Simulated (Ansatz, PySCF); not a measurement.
W(OH)(H)5 (H6OW), SMILES [OH][WH5], multiplicity 1. Atoms are numbered in the order given.

```xyz
8

W      0.4789    -0.2617    -0.0346
O      0.7412     1.4187     0.7471
H      0.1885     2.1648     0.9844
H     -1.0338    -0.2669     0.6200
H     -0.6643    -1.3162    -0.6856
H     -0.7892     0.3849    -0.8657
H      0.2908    -1.6346     0.9703
H      0.7327    -0.4538    -1.7165
```
Charge 0, spin multiplicity 1.

Coordinates come from a PBE0-D3(BJ)/def2-TZVP optimisation. The spin state was assumed, not searched. The structure was generated by enumeration; whether it is a known compound was not checked. The def2 effective core potentials stand for the cores of W; spin–orbit coupling is left out.

Two levels are set side by side: PBE-D3(BJ)/def2-TZVP (Ansatz, an electronic-structure program) and PBE0-D3(BJ)/def2-TZVP (Ansatz). Each level has its own optimised geometry; the coordinates shown are those of the second. Frequencies come from the Hessian of PySCF at each geometry. Differences are taken from unrounded values.

```csv
quantity,PBE0-D3(BJ)
mean bond length (Å),1.605
bond W1–O2 (Å),1.872
bond W1–H4 (Å),1.648
bond W1–H5 (Å),1.686
bond W1–H6 (Å),1.648
bond W1–H7 (Å),1.712
bond W1–H8 (Å),1.712
bond O2–H3 (Å),0.958
highest harmonic wavenumber (cm⁻¹),3908
mean harmonic wavenumber (cm⁻¹),1271
zero-point energy (kcal/mol),32.72
```

Task: What does PBE-D3(BJ) give, and how far is it from PBE0-D3(BJ)? (The exact figures need the calculation; the answer reports its results.)

Result: 
```csv
quantity,PBE-D3(BJ),PBE-D3(BJ) minus PBE0-D3(BJ)
mean bond length (Å),1.617,0.012
bond W1–O2 (Å),1.886,0.015
bond W1–H4 (Å),1.662,0.014
bond W1–H5 (Å),1.699,0.013
bond W1–H6 (Å),1.662,0.014
bond W1–H7 (Å),1.721,0.010
bond W1–H8 (Å),1.721,0.010
bond O2–H3 (Å),0.970,0.012
highest harmonic wavenumber (cm⁻¹),3735,-173
mean harmonic wavenumber (cm⁻¹),1236,-36
zero-point energy (kcal/mol),31.79,-0.92
```

GGA bonds tend to be longer and softer than those of functionals with exact exchange. Differences between two approximate levels are no errors against the true value.
